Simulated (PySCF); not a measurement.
H$_{7}$GaSi$_{2}$ (SMILES [SiH3][GaH][SiH3]), singlet, geometry from GFN2-xTB (such geometries of metal compounds can be far from the true shape). Base run: PBE0/6-31G, polarisability in PySCF.

PySCF was given this input:
```python
from pyscf import gto, scf, dft
from pyscf.prop import polarizability

mol = gto.Mole()
mol.atom = '''
    Ga   -0.274713   -0.184873   -0.171797
    H    -1.508276   -1.015389   -0.943691
    Si   -0.390745    2.137897   -0.876586
    H    -0.261555    2.301102   -2.341078
    H     0.689202    2.962401   -0.281249
    H    -1.658284    2.794876   -0.488826
    Si    0.932673   -1.773098    1.215566
    H     2.045178   -1.137394    1.963034
    H     1.547498   -2.868773    0.434589
    H     0.075343   -2.412929    2.237217
'''
mol.basis = '6-31g'
mol.charge = 0
mol.spin = 0
mol.verbose = 4
mol.build()

mf = dft.RKS(mol)
mf.xc = 'pbe0'
mf.kernel()
alpha = mf.Polarizability().polarizability()[2, 2]
print('alpha_zz =', alpha)
```

The base run was repeated with changes; each row names its change, and settings that it needs were set with it.

| change | alpha_zz (bohr³) | basis functions | core-seconds (rough) |
|---|---|---|---|
| base | 73.03 | 67 | 20 |
| functional = pbe | 74.81 | 67 | 20 |
| functional = camb3lyp | 72.02 | 67 | 40 |
| finite field (a.u.) = 0.05; conv_tol = 1e-11 | 74.57 | 67 | 20 |
| finite field (a.u.) = 0.001; conv_tol = 1e-6 | 73.04 | 67 | 20 |
| finite field (a.u.) = 0.005; conv_tol = 1e-11 | 73.05 | 67 | 20 |
| basis = def2-SVP | ? | ? | 20 |
| functional = lda,vwn | 76.04 | 67 | 10 |
| basis = STO-3G | ? | ? | 20 |
| functional = hf | 69.88 | 67 | 3 |
| finite field (a.u.) = 0.02; conv_tol = 1e-11 | 73.26 | 67 | 20 |
| finite field (a.u.) = 0.001; conv_tol = 1e-11 | 73.03 | 67 | 20 |

Q: Complete the blanks.

A: 
- basis = def2-SVP, alpha_zz (bohr³): 80.31
- basis = def2-SVP, basis functions: 103
- basis = STO-3G, alpha_zz (bohr³): 41.42
- basis = STO-3G, basis functions: 43

Finite-field rows take the second difference of the energy in a field along z; a small field with loose convergence shows SCF noise divided by the square of the field, and a large one adds hyperpolarisability.
